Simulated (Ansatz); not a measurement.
`C[Si](C)(F)Cl` at its PBE0-D4/def2-TZVP geometry, where that method's forces vanish. The species carries charge 0 and has multiplicity 1.

```
atom   x (Å)   y (Å)   z (Å)
  C1   0.430  -1.469   0.465
 Si2  -0.493  -0.112  -0.385
  C3   0.182   1.585  -0.109
  F4  -0.492  -0.407  -1.955
 Cl5  -2.458  -0.159   0.216
  H6   0.420  -1.322   1.547
  H7  -0.025  -2.437   0.247
  H8   1.470  -1.492   0.129
  H9   0.163   1.839   0.953
 H10  -0.411   2.326  -0.648
 H11   1.215   1.648  -0.460
```

**Question.** For each bond, give half the difference of the two atoms' forces along it (eV/Å; positive pushes the atoms apart) under PBE-D4, r2SCAN-D4, B3LYP-D4, ωB97M-V in def2-TZVPP. (Best estimate.)

**Answer.** Computed: 
| bond | length (Å) | PBE-D4 | r2SCAN-D4 | B3LYP-D4 | ωB97M-V |
| --- | --- | --- | --- | --- | --- |
| C1–Si2 | 1.847 | -0.07 | -0.03 | 0.03 | -0.03 |
| C1–H6 | 1.092 | 0.10 | -0.01 | -0.05 | -0.04 |
| C1–H7 | 1.092 | 0.11 | 0.00 | -0.05 | -0.04 |
| C1–H8 | 1.093 | 0.10 | -0.01 | -0.05 | -0.05 |
| Si2–C3 | 1.847 | -0.07 | -0.03 | 0.03 | -0.03 |
| Si2–F4 | 1.598 | 0.52 | 0.04 | 0.15 | 0.14 |
| Si2–Cl5 | 2.056 | 0.13 | 0.05 | 0.15 | 0.04 |
| C3–H9 | 1.092 | 0.10 | -0.01 | -0.05 | -0.04 |
| C3–H10 | 1.092 | 0.11 | 0.00 | -0.05 | -0.04 |
| C3–H11 | 1.093 | 0.10 | -0.01 | -0.05 | -0.05 |

B3LYP here is the variant with VWN-RPA as its local correlation; programs differ in this.
